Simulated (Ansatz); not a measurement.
A set of 12 reactions (group exchange), with CCSD(T)/CBS values in kJ/mol:

| reaction | ΔE |
| --- | --- |
| `C[O][In]([OH])[O][SiH3]` + `[CH2]1[NH][AlH]1` → `C[CH]1[NH][AlH]1` + `[OH][In]([OH])[O][SiH3]` | -69.4 |
| `F[SiH](F)[GeH3]` + CH₄ → `C[SiH](F)F` + GeH₄ | -5.2 |
| `NC1(F)C=N1` + `BF` → `FBC1(F)C=N1` + NH₃ | -59.2 |
| `NC(S)[SiH2]Cl` + `CCC` → `CC(C)[SiH2]Cl` + `NCS` | 0.7 |
| `CB(N)P` + `CCl` → `CB(N)CCl` + PH₃ | 9.4 |
| `COB(C)Br` + BH₃ → `BB(C)OC` + HBr | 116.1 |
| `N[SiH2][SiH](N)Cl` + CH₄ → `C[SiH](N)[SiH2]N` + HCl | 122.0 |
| `[OH][AlH][CH2]O[SiH3]` + `C=N` → `N=[CH][AlH][OH]` + `CO[SiH3]` | -7.7 |
| `[F][GeH]([AlH2])[SiH3]` + `BC(F)[SiH3]` → `FC([SiH3])B[SiH3]` + `[F][GeH2][AlH2]` | 32.9 |
| `N[Si](N)([SiH3])Cl` + `B[SiH2]C` → `C[SiH2]B[SiH3]` + `N[SiH](N)Cl` | 1.3 |
| `CC(F)[SiH2][SiH3]` + `O[SiH2]N[SiH3]` → `O[SiH]([SiH3])N[SiH3]` + `CC(F)[SiH3]` | 10.9 |
| `C=CB[SiH2][SiH3]` + `C=C[SiH3]` → `C=C([SiH3])[SiH2][SiH3]` + `BC=C` | -13.2 |

Gas-phase electronic energies from Ansatz, PBE0-D4/def2-TZVP geometries. CCSD(T)/CBS is the MP2 limit (def2-TZVPP, def2-QZVPP) plus CCSD(T) − MP2 in def2-TZVPP, frozen cores. This one scheme is used for every species. DFT in def2-TZVPP. B3LYP here is the variant with VWN-RPA as its local correlation; programs differ in this. Elements past krypton have def2 core potentials. For Br, Ge, In outer-core shells are correlated without core-valence functions, which leaves a few kJ/mol of doubt a bond. Scalar relativity is left out up to krypton. One conformer a species, not always the lowest.

(1) Give the mean, mean absolute and largest difference (level minus CCSD(T)/CBS, kJ/mol) for: PBE-D4, r2SCAN-D4, PBE0-D4, B3LYP-D4, ωB97M-V, PBE, PBE0, HF/def2-TZVPP, MP2/def2-TZVPP, HF/def2-QZVPP, SCS-MP2/def2-QZVPP, HF/CBS(def2), MP2/CBS(def2), CCSD/CBS(def2). (Estimate.)

The largest T1 diagnostic in the set is 0.016, for `[OH][In]([OH])[O][SiH3]` (customary mark 0.02).

CCSD(T)/CBS is a level of theory with its own doubt, and the functionals carry their triple-zeta basis error, so these figures describe this set and don't rank the functionals.

## Answers

(1) Ansatz gave: 
```json
{"level": "PBE-D4", "mean": "1.2", "mean absolute": "5.5", "largest": "-13.7"}
{"level": "r2SCAN-D4", "mean": "1.1", "mean absolute": "3.0", "largest": "7.5"}
{"level": "PBE0-D4", "mean": "1.2", "mean absolute": "3.5", "largest": "-8.4"}
{"level": "B3LYP-D4", "mean": "1.0", "mean absolute": "3.0", "largest": "8.3"}
{"level": "ωB97M-V", "mean": "-0.5", "mean absolute": "2.0", "largest": "-3.9"}
{"level": "PBE", "mean": "1.6", "mean absolute": "5.1", "largest": "16.3"}
{"level": "PBE0", "mean": "1.5", "mean absolute": "3.4", "largest": "11.7"}
{"level": "HF/def2-TZVPP", "mean": "2.4", "mean absolute": "8.5", "largest": "-17.9"}
{"level": "MP2/def2-TZVPP", "mean": "-0.2", "mean absolute": "2.7", "largest": "10.2"}
{"level": "HF/def2-QZVPP", "mean": "2.2", "mean absolute": "8.5", "largest": "-17.8"}
{"level": "SCS-MP2/def2-QZVPP", "mean": "0.2", "mean absolute": "2.8", "largest": "6.9"}
{"level": "HF/CBS(def2)", "mean": "2.2", "mean absolute": "8.5", "largest": "-17.8"}
{"level": "MP2/CBS(def2)", "mean": "0.5", "mean absolute": "3.6", "largest": "12.3"}
{"level": "CCSD/CBS(def2)", "mean": "0.1", "mean absolute": "1.2", "largest": "2.6"}
```
